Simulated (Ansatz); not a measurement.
The cluster Ca3. Charge 0, multiplicity 1. Geometry PBE0/def2-TZVP.

```xyz
3

Ca   -0.710    1.603    1.435
Ca   -1.445   -0.903   -1.498
Ca    2.154   -0.700    0.063
```

The 6-31G sets use Cartesian d functions. The restricted singlet is unstable towards broken spin symmetry in Hartree–Fock (as tested in another run); at HF/6-31G this wasn't settled. The structure comes from a short search, and lower isomers may exist.

Problem. Estimate the orbital energies around the gap (eV) in Ansatz with HF/6-31G, PBE/def2-SVP, PBE0/def2-TZVP, PBE0/def2-TZVPD, ωB97M-V/def2-TZVP.

Solution. 
| orbital | HF/6-31G | PBE/def2-SVP | PBE0/def2-TZVP | PBE0/def2-TZVPD | ωB97M-V/def2-TZVP |
| --- | --- | --- | --- | --- | --- |
| HOMO−9 | -36.39 | -27.82 | -30.15 | -30.15 | -32.72 |
| HOMO−8 | -36.39 | -27.75 | -30.12 | -30.12 | -32.72 |
| HOMO−7 | -36.38 | -27.73 | -30.09 | -30.09 | -32.70 |
| HOMO−6 | -36.38 | -27.73 | -30.09 | -30.09 | -32.70 |
| HOMO−5 | -36.35 | -27.71 | -30.06 | -30.06 | -32.67 |
| HOMO−4 | -36.35 | -27.71 | -30.06 | -30.06 | -32.67 |
| HOMO−3 | -36.34 | -27.71 | -30.06 | -30.06 | -32.67 |
| HOMO−2 | -7.40 | -4.85 | -5.68 | -5.68 | -7.61 |
| HOMO−1 | -4.60 | -3.36 | -3.83 | -3.83 | -5.15 |
| HOMO | -4.60 | -3.36 | -3.82 | -3.82 | -5.15 |
| LUMO | 0.00 | -2.33 | -1.86 | -1.86 | -0.61 |
| LUMO+1 | 0.14 | -2.27 | -1.69 | -1.69 | -0.44 |
| LUMO+2 | 0.39 | -1.85 | -1.36 | -1.36 | -0.12 |
| LUMO+3 | 0.39 | -1.85 | -1.36 | -1.36 | -0.12 |
| LUMO+4 | 1.06 | -1.69 | -0.81 | -0.81 | 0.49 |
| LUMO+5 | 1.06 | -1.67 | -0.81 | -0.81 | 0.49 |
